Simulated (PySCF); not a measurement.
H2Sb, SMILES [SbH2], multiplicity 2. Atoms are numbered in the order given.

```xyz
3

Sb     0.0000     0.0000    -0.0463
H      0.0000    -1.2181     1.1800
H      0.0000     1.2181     1.1800
```
Charge 0, spin multiplicity 2.

Geometry: PBE-D3(BJ)/def2-TZVPD. The isomer is the one that the SMILES or the coordinates give; other isomers of the formula were not compared. The def2 effective core potentials stand for the cores of Sb; spin–orbit coupling is left out.

Computed with PBE-D3(BJ)/def2-TZVPD (PySCF 2.14.0).

Frequencies are harmonic and unscaled.

Computed normal modes with their intensities:
| mode | ν (cm⁻¹) | IR (km/mol) | moving atoms (share of kinetic energy) |
|---|---|---|---|
| 1 | 807 | 27.6 | H 99 % |
| 2 | 1872 | 148.5 | H 99 % |
| 3 | 1880 | 157.9 | H 99 % |
